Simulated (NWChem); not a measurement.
## A calculation on hydrogen telluride (H₂Te)

```xyz
3

Te     0.0000     0.0000     0.0441
H     -1.1845     0.0000    -1.1474
H      1.1845     0.0000    -1.1474
```
Charge 0, spin multiplicity 1.

Everything below was run with NWChem. Structure: optimised with PBE/def2-SVP with def2 effective core potentials on Te, a minimum by its harmonic frequencies.

Symmetry labels belong to the abelian group C2v used in the runs, with the axes of the coordinates shown; states degenerate in a higher group split over its labels.

Effective core potentials replace the inner electrons of Te; spin-orbit coupling is left out.

Task: List the lowest 4 singlet excitations that TD-LDA (SVWN5)/def2-SVPD with def2 effective core potentials on Te gives, with oscillator strengths.

Result: 
```json
[
 {"state": "1", "symmetry": "a2", "energy (eV)": "4.06", "wavelength (nm)": "305", "f": "0.000"},
 {"state": "2", "symmetry": "b2", "energy (eV)": "4.57", "wavelength (nm)": "271", "f": "0.043"},
 {"state": "3", "symmetry": "a2", "energy (eV)": "6.20", "wavelength (nm)": "200", "f": "0.000"},
 {"state": "4", "symmetry": "b2", "energy (eV)": "6.28", "wavelength (nm)": "198", "f": "0.000"}
]
```
